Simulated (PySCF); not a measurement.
Computed shifts of a molecule C3H4F2O, KT2/pcSseg-1 run with PySCF, GIAO, gas phase, equivalent atoms averaged, in ppm (number of nuclei): ¹³C: 194.0 (1), 119.1 (1), 24.3 (1). ¹⁹F: -163.8 (2). ¹H: 5.70 (1), 2.60 (3). References: ¹³C against TMS (σ = 185.1 ppm); ¹⁷O against H2O (σ = 330.4 ppm); ¹⁹F against CFCl3 (σ = 127.1 ppm); ¹H against TMS (σ = 31.47 ppm), references at their B3LYP-D3(BJ)/def2-TZVP geometries, non-relativistic. Geometry optimised at B3LYP-D3(BJ)/def2-SVP. Other conformers were not sampled.

Question: Pick the molecule that these values belong to.
A) FC1(F)CCO1
B) CO/C(F)=C/F
C) O[C@H]1CC1(F)F
D) CC(=O)C(F)F

Answer: D, CC(=O)C(F)F
